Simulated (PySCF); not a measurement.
SMILES CC(C)Cc1ccco1, GFN2-xTB optimised geometry.

```
21

C     -0.26    -1.58     2.46
C     -1.28    -1.19     1.40
C     -2.40    -2.23     1.33
C     -0.61    -1.05     0.02
C      0.38     0.06     0.00
C      1.75     0.06     0.00
C      2.15     1.42     0.00
C      1.00     2.15     0.00
O     -0.08     1.33     0.00
H      0.19    -2.54     2.23
H     -0.73    -1.65     3.44
H      0.54    -0.84     2.52
H     -1.72    -0.22     1.67
H     -3.15    -1.95     0.60
H     -1.99    -3.20     1.05
H     -2.88    -2.33     2.30
H     -1.38    -0.85    -0.72
H     -0.11    -1.98    -0.24
H      2.39    -0.80     0.00
H      3.15     1.80     0.00
H      0.81     3.20     0.00
```

Density from PBE0/def2-SVP in PySCF 2.14.0 at that geometry.

Minimum of the electron density along straight lines between bonded atoms, close to the bond critical point (lines longer than 1.1 times the sum of covalent radii, or with two minima, are not listed):

```csv
bond,length / Å,ρ at the minimum / e bohr⁻³,∇²ρ there / e bohr⁻⁵,position (fraction from the first atom)
C1–C2,1.526,0.245,-0.56,0.50
C2–C3,1.526,0.244,-0.56,0.50
C2–C4,1.540,0.238,-0.53,0.49
C4–C5,1.489,0.261,-0.63,0.48
C5–C6,1.364,0.325,-0.82,0.52
C6–C7,1.417,0.290,(withheld),0.50
C7–C8,1.358,0.327,-0.84,0.48
C5–O9,1.351,0.285,0.04,0.33
C8–O9,1.345,0.288,(withheld),0.33
C1–H10,1.088,0.275,-0.99,0.62
C1–H11,1.088,0.276,-1.00,0.62
C1–H12,1.087,0.277,-1.02,0.63
C2–H13,1.095,0.276,-1.00,0.62
C3–H14,1.088,0.276,-1.00,0.62
C3–H15,1.088,0.275,-1.00,0.62
C3–H16,1.088,0.276,-1.01,0.62
C4–H17,1.093,0.275,-1.00,0.63
C4–H18,1.091,0.276,-1.01,0.62
C6–H19,1.071,0.285,-1.09,0.63
C7–H20,1.071,0.285,-1.10,0.63
C8–H21,1.072,0.290,-1.16,0.64
```

Question: Complete the blanks.

Answer: 
- C6–C7, ∇²ρ there / e bohr⁻⁵: -0.69
- C8–O9, ∇²ρ there / e bohr⁻⁵: 0.10
